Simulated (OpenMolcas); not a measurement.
## Re²⁺: input and output

Input:

```
&GATEWAY
Coord
1

Re 0.0 0.0 0.0
Basis=ANO-RCC-VDZP
Group=XYZ
NoMove
AngMom=0.0 0.0 0.0
AMFI
&SEWARD
&RASSCF
FileOrb=start.orb
Symmetry=1
Spin=6
nActEl=5 0 0
Inactive=15 19
Ras2=5 0
CIRoot=1 1 1
SDav=1
CIMx=300
Iter=120 100
PrWF=0.3
OrbListing=Nothing
MaxOrb=0
Atom
>>> COPY $Project.JobIph JOB001
&RASSCF
FileOrb=start.orb
Symmetry=1
Spin=4
nActEl=5 0 0
Inactive=15 19
Ras2=5 0
CIRoot=24 24 1
SDav=24
CIMx=300
Iter=120 100
PrWF=0.3
OrbListing=Nothing
MaxOrb=0
Atom
>>> COPY $Project.JobIph JOB002
&RASSCF
FileOrb=start.orb
Symmetry=1
Spin=2
nActEl=5 0 0
Inactive=15 19
Ras2=5 0
CIRoot=75 75 1
SDav=75
CIMx=300
Iter=120 100
PrWF=0.3
OrbListing=Nothing
MaxOrb=0
Atom
>>> COPY $Project.JobIph JOB003
&RASSI
NrOfJobIphs=3 1 24 53
1
1 2 3 4 5 6 7 8 9 10 11 12 13 14 15 16 17 18 19 20 21 22 23 24
1 2 3 4 5 6 7 8 9 10 11 12 13 14 15 16 17 18 19 20 21 22 23 24 25 26 27
28 29 30 31 32 33 34 35 36 37 38 39 40 41 42 43 44 45 46 47 48 49 50 51
52 53
IphNames
JOB001
JOB002
JOB003
EJob
SpinOrbit
DIPRint=1.0
SOCoupling=1000.0
Subsets=2
MEES
Property=10
'ANGMOM' 1 'ANGMOM' 2 'ANGMOM' 3 'MLTPL  1' 1 'MLTPL  1' 2 'MLTPL  1' 3
'AMFI' 1 'AMFI' 2 'AMFI' 3 'MLTPL  2' 6
SOProperty=3
'ANGMOM' 1 'ANGMOM' 2 'ANGMOM' 3
```

Launched by
```bash
OMP_NUM_THREADS=1 MOLCAS_MEM=2252 MOLCAS_PROJECT=a pymolcas a.inp > a.log  # once for each step of the input, in one work folder
```

A driver script runs the steps one by one and writes start.orb anew before each from the orbitals found so far.

Output, cut to the results:

```
--- SEWARD ---
Basis set label: RE.ANO-RCC...7S6P4D2F1G.

      Electronic valence basis set:
      ------------------
      Associated Effective Charge  75.000000 au
      Associated Actual Charge     75.000000 au
      Nuclear Model: Point charge

      Shell  nPrim  nBasis  Cartesian Spherical Contaminant
         s      24       7        X
         p      21       6        X
         d      15       4                 X
         f      11       2                 X
         g       4       1                 X
                  Relativistic Douglas-Kroll-Hess integrals:
                    - DKH order of Hamiltonian: 2
                    - DKH order of Properties : 0
                  Atomic mean-field integrals
--- RASSCF ---
Wave function specifications:
      -----------------------------

      Number of closed shell electrons          68
      Number of electrons in active shells       5
      Max number of holes in RAS1 space          0
      Max nr of electrons in RAS3 space          0
      Number of inactive orbitals               34
      Number of active orbitals                  5
      Number of secondary orbitals              29
      Spin quantum number                      2.5
      State symmetry                             1
Orbital specifications:
      -----------------------

      Symmetry species                           1   2
                                                ag  au
      Frozen orbitals                            0   0
      Inactive orbitals                         15  19
      Active orbitals                            5   0
      RAS1 orbitals                              0   0
      RAS2 orbitals                              5   0
      RAS3 orbitals                              0   0
      Secondary orbitals                        16  13
      Deleted orbitals                           0   0
      Number of basis functions                 36  32
      Number of CSFs                             1
      Number of root(s) required                 1
      Iter CI   SX   CI       RASSCF       Energy    max ROT     max BLB   max BLB  Level Ln srch  Step   QN
          iter iter root      energy       change     param      element    value   shift minimum  type update
 Nr of preliminary CI iterations:   1
      Total energies have been shifted. Add               -16000.00 au
        1   1    5    1  -675.75459575    0.00E+00   7.97E-02   16  23 1  9.32E-02*  0.00   0.00    SX    NO
        2   1    5    1  -675.77863159   -2.40E-02*  2.65E-02   12  28 2 -8.28E-02*  0.00   0.00    SX    NO
        3   1    5    1  -675.77979560   -1.16E-03*  2.21E-02   16  32 2  9.04E-02*  0.00   0.00    SX    NO
        4   1    5    1  -675.78053337   -7.38E-04*  1.94E-02   12  28 2 -8.49E-02*  0.00   0.00    SX    NO
        5   1    5    1  -675.78100305   -4.70E-04*  9.00E-03   12  28 2  8.19E-02*  0.00   0.51    LS   YES
        6   1    5    1  -675.78545545   -4.45E-03*  4.14E-04   16  32 2  4.14E-03*  0.00   1.05    QN   YES
        7   1    4    1  -675.78546583   -1.04E-05*  2.32E-05    9  25 2 -1.06E-04*  0.00   0.99    QN   YES
        8   1    3    1  -675.78546584   -8.19E-09  -2.51E-06   18  24 2  1.32E-05   0.00   1.00    QN   YES
      Convergence after  8 iterations
        9   1    3    1  -675.78546584   -2.15E-10  -2.51E-06   16  32 2  1.28E-06   0.00   1.00    QN   YES
      Natural orbitals and occupation numbers for root  1
      sym 1:   1.000000   1.000000   1.000000   1.000000   1.000000
::    RASSCF root number  1 Total energy: -16675.78546584
--- RASSCF ---
Wave function specifications:
      -----------------------------

      Number of closed shell electrons          68
      Number of electrons in active shells       5
      Max number of holes in RAS1 space          0
      Max nr of electrons in RAS3 space          0
      Number of inactive orbitals               34
      Number of active orbitals                  5
      Number of secondary orbitals              29
      Spin quantum number                      1.5
      State symmetry                             1
Orbital specifications:
      -----------------------

      Symmetry species                           1   2
                                                ag  au
      Frozen orbitals                            0   0
      Inactive orbitals                         15  19
      Active orbitals                            5   0
      RAS1 orbitals                              0   0
...
--- RASSI ---
SPIN-FREE ENERGIES:
  (Shifted by EMIN (a.u.) =     -16675.7854658364)

 SF State       Relative EMIN(au)   Rel lowest level(eV)    D:o, cm**(-1)      L_eff

     1             0.0000000000        0.0000000000              0.0000         0.0
     2             0.1014136850        2.7596069532          22257.7311         4.0
     3             0.1014136850        2.7596069532          22257.7311         4.0
     4             0.1014136850        2.7596069532          22257.7311         4.0
     5             0.1014136850        2.7596069532          22257.7311         4.0
     6             0.1014136850        2.7596069532          22257.7311         4.0
     7             0.1014136850        2.7596069532          22257.7311         4.0
     8             0.1014136850        2.7596069532          22257.7311         4.0
     9             0.1014136850        2.7596069532          22257.7311         4.0
    10             0.1014136850        2.7596069532          22257.7311         4.0
    11             0.1182204198        3.2169415054          25946.3831         1.0
    12             0.1182204198        3.2169415054          25946.3831         1.0
    13             0.1182204198        3.2169415054          25946.3831         1.0
    14             0.1249298128        3.3995133902          27418.9246         2.0
    15             0.1249298128        3.3995133902          27418.9246         2.0
    16             0.1249298128        3.3995133902          27418.9246         2.0
    17             0.1249298128        3.3995133902          27418.9246         2.0
    18             0.1249298128        3.3995133902          27418.9246         2.0
    26             0.1452046844        3.9512207524          31868.7446         6.0
    27             0.1452046844        3.9512207524          31868.7446         6.0
    28             0.1452046844        3.9512207524          31868.7446         6.0
...
```

Levels above the lowest, from the spin-orbit matrix, grouped by J:

```tsv
Configuration	Term	J	E (cm⁻¹)	Measured (cm⁻¹)	Term weight %	Second
5d⁵	⁶S	5/2	0.0	0.0	93	7 ⁴P
5d⁵	⁴G	5/2	19367		48	17 ²F(1)
5d⁵	⁴G	7/2	21920	16890	80	8 ²F(1)
5d⁵	⁴G	11/2	22393	18020	88	10 ²H
5d⁵	⁴G	9/2	23078	18346	93	4 ⁴F
5d⁵	⁴G	5/2	23210		33	33 ⁴P
5d⁵	⁴P	3/2	23577		55	39 ⁴D
5d⁵	⁴P	1/2	25471		71	27 ⁴D
5d⁵	⁴D	7/2	27778	20453	80	12 ⁴G
5d⁵	⁴D	5/2	30680		55	20 ²D
5d⁵	⁴D	1/2	30706		73	25 ⁴P
5d⁵	²I	11/2	31514	26170	80	13 ²H
5d⁵	⁴D	3/2	32090		54	38 ⁴P
5d⁵	²I	13/2	33775	28588	100	
5d⁵	⁴F	7/2	35461		38	29 ²F(1)
5d⁵	²D	3/2	35602		52	42 ⁴F
5d⁵	²G	9/2	35754		42	40 ⁴F
5d⁵	⁴P	5/2	35793		23	21 ²F(1)
5d⁵	⁴F	5/2	39233		54	19 ²F(1)
5d⁵	²H	9/2	40156		57	39 ⁴F
5d⁵	²G	7/2	41525		28	24 ⁴F
```

Against the 6 measured excited levels shown (the list in Brasseur, Gamrath and Quinet, At. Data Nucl. Data Tables 157, 101636 (2024)) the mean absolute deviation is 5300 cm-1; the largest miss in energy is 5d⁵ ⁴D_7/2: computed 27778, measured 20453 cm⁻¹ (+35.8 %).

Some high roots are left out of the spin-orbit mixing, which shifts the levels that they would mix with. Configurations with an s electron lie low in 5d ions of this charge, fall among these levels and mix in, so low-spin terms can stand far too high, up to twice their true height, and weights are not those of the real levels. Without dynamic correlation excited terms often stand tens of per cent too high (terms of higher spin than the ground term too low), and those without a measured partner can miss by more than the paired ones. Some levels mix across a computed gap that differs much from the measured one, so their mixing is not that of the real levels. Measured partners are found by configuration, term and J. A level has none where our copy of the source lacks it or the pairing is in doubt (some pairs that miss far off the trend of their configuration count as doubtful), and it then counts in no deviation. Only configurations of the active space appear. The first state left out of the spin-orbit step lies near 52000 cm-1 above the lowest spin-free state of the reference (among the parities and spins computed), and the list stops at four fifths of that energy or lower.

The term weight is that of the spin-free term in the level, not the purity of its configuration. A number in round brackets counts repeated terms of one configuration in the order of the reference energies.
